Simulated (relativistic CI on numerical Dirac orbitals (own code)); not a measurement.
# Level scheme of Mn14+

These numbers are calculated, not measured: Dirac-Coulomb-Breit CI, KLI orbitals optimised for each configuration, model QED (radiative potential, 1s self-energy scaled to tabulated hydrogen-like ionisation energies), unscaled Slater integrals (own radial code, finite nucleus).

CI space (outside the closed core [Ne]): 3s, 3p, 3d, 4s, 4p, 4d, 4f, 5s, 5p, 5d, 5f, 5g, 6s, 6p, 6d. Levels of other configurations are missing.

The lowest level is 3s ²S1/2, with 100 % of that term; Hund's rules for 3s give ²S with J = 1/2, in agreement.

```
No.  Configuration  Term    J   E (eV)    %  Lifetime (s)
  1             3s    ²S  1/2    0.000  100              
  2             3p   ²P°  1/2   32.298  100      1.69e-10
  3             3p   ²P°  3/2   34.409  100      1.39e-10
  4             3d    ²D  3/2   78.418  100      5.96e-11
  5             3d    ²D  5/2   78.683  100      6.57e-11
  6             4s    ²S  1/2  206.363  100      3.98e-12
  7             4p   ²P°  1/2  219.120  100      4.83e-12
  8             4p   ²P°  3/2  219.938  100      5.09e-12
  9             4d    ²D  3/2  236.048  100      3.24e-12
 10             4d    ²D  5/2  236.170  100      3.20e-12
 11             4f   ²F°  5/2  242.705  100      1.29e-12
 12             4f   ²F°  7/2  242.751  100      1.29e-12
 13             5s    ²S  1/2  293.902  100      5.07e-12
 14             5p   ²P°  1/2  300.177  100      5.84e-12
 15             5p   ²P°  3/2  300.580  100      6.12e-12
 16             5d    ²D  3/2  308.340  100      4.05e-12
 17             5d    ²D  5/2  308.405  100      4.03e-12
 18             5f   ²F°  5/2  311.714  100      2.36e-12
 19             5f   ²F°  7/2  311.737  100      2.37e-12
 20             5g    ²G  7/2  312.004  100      4.61e-12
 21             5g    ²G  9/2  312.018  100      4.61e-12
 22             6s    ²S  1/2  339.195  100      7.12e-12
 23             6p   ²P°  1/2  342.731  100      7.91e-12
 24             6p   ²P°  3/2  342.958  100      8.25e-12
 25             6d    ²D  3/2  347.298  100      5.65e-12
 26             6d    ²D  5/2  347.337  100      5.64e-12
```

Energies count from the lowest computed level; ° marks odd parity; lifetimes are radiative, by E1, M1, E2, M2 decay to levels of this space only.

The mean weight of the leading LS term, summed over parents, in these 26 levels is 100 %, and that of the leading jj configuration (from the same eigenvectors) 100 %.

At this charge energies of transitions that change n are usually good to better than 1 %, and those within a shell (Δn = 0) to a few per cent.
